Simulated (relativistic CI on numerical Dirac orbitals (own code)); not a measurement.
# Spin-allowed bands of a d2 ion in an octahedral site, by hand

Problem. Take Δ = 25350 cm⁻¹ and B = 750 cm⁻¹ for a d2 ion in an octahedral site. Calculate the three spin-allowed bands.

Working.
1. The terms of highest spin are 3F (energy 0) and 3P (15B = 11250 cm⁻¹). Here the F term splits into A2 at +1.2Δ = 30420, T2 at +0.2Δ = 5070 and T1 at −0.6Δ = -15210 cm⁻¹.
2. The two T1 states mix through the element 0.4Δ: H = [[-15210, 10140], [10140, 11250]], with roots ½(H₁₁ + H₂₂) ∓ ½√[(H₂₂ − H₁₁)² + 4H₁₂²] = ½(-3960) ∓ ½(33338) = -18649 and 14689 cm⁻¹.
3. The ground term is 3T1 at -18649 cm⁻¹.
4. Bands: 3T2 23719 cm⁻¹ (422 nm), 3T1(P) 33338 cm⁻¹ (300 nm), 3A2 49069 cm⁻¹ (204 nm).

Check. Exact diagonalisation of the whole d2 shell with these parameters gives 3T2 23719, 3T1 33338, 3A2 49069 cm⁻¹. The match is exact, since without spin-orbit coupling no other term has this spin. The ratio of the second band to the first, 1.406, depends on Δ/B = 33.8 alone, which is how a Tanabe-Sugano diagram is read.
